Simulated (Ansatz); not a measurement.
Basis-set extrapolation for C$_{2}$H$_{7}$BSi, SMILES `C=CB[SiH3]` (PBE0-D4/def2-TZVP geometry, frozen core, Ansatz 0.2.0). Multiplicity 1, RHF reference.

```
                      def2-TZVPP   def2-QZVPP
                 HF  -393.429139  -393.442764
    MP2 correlation    -0.548194    -0.583881
CCSD(T) correlation    -0.628297      not run
```

Energies in hartree. Use E(X) = E(∞) + A·exp(−7.88·√X) for Hartree–Fock and E(X) = E(∞) + B·X^(−2.97) for correlation, with X = 3 and 4, and add CCSD(T) minus MP2 of the smaller set to the MP2 limit.

What is the CCSD(T) energy at the basis-set limit?

HF limit: -393.442764 + (-0.013625) × 0.13774 = -393.44464. MP2 limit: -0.583881 + (-0.035687) × 0.74074 = -0.61032. Higher-order term: -0.628297 − (-0.548194) = -0.08010. Total: -394.13506 hartree, 203.8 kJ/mol below CCSD(T)/def2-TZVPP.
